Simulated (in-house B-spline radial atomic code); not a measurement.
Response of F⁷⁺ as one setting changes: the share of exact exchange in a PBE hybrid. A dash marks a strongly mixed or unbound state. Computed with an all-electron radial atomic-structure program (B-spline basis): linear response of the closed shell 1s2 with the functional's adiabatic kernel; non-relativistic, point nucleus, no spin-orbit coupling, no double excitations, S, P, D and F terms only.

```tsv
share of exact exchange in a PBE hybrid	lowest 1P (eV)	lowest 3P, Tamm-Dancoff (eV)	minus highest occupied level (eV)	α (bohr³)
0	1s → 2p 718.44	1s → 2p 712.60	899.63	0.001657
0.1	1s → 2p 720.48	1s → 2p 714.56	905.11	0.001653
0.2	1s → 2p 722.52	1s → 2p 716.52	910.58	0.001649
0.3	1s → 2p 724.54	1s → 2p 718.46	916.06	0.001645
0.4	1s → 2p 726.55	1s → 2p 720.40	921.54	0.001641
0.5	1s → 2p 728.56	1s → 2p 722.33	927.03	0.001637
0.6	1s → 2p 730.55	1s → 2p 724.25	932.52	0.001633
0.7	1s → 2p 732.54	1s → 2p 726.16	938.01	0.001629
0.8	?	?	?	?
0.9	?	?	?	?
1	1s → 2p 738.45	1s → 2p 731.84	954.50	0.001617
```

Task: What belongs in the row for 0.9?

Result: lowest 1P (eV): 1s → 2p 736.49; lowest 3P, Tamm-Dancoff (eV): 1s → 2p 729.95; minus highest occupied level (eV): 949.00; α (bohr³): 0.001621.

Task: What belongs in the row for 0.8?

Result: lowest 1P (eV): 1s → 2p 734.52; lowest 3P, Tamm-Dancoff (eV): 1s → 2p 728.06; minus highest occupied level (eV): 943.50; α (bohr³): 0.001625.
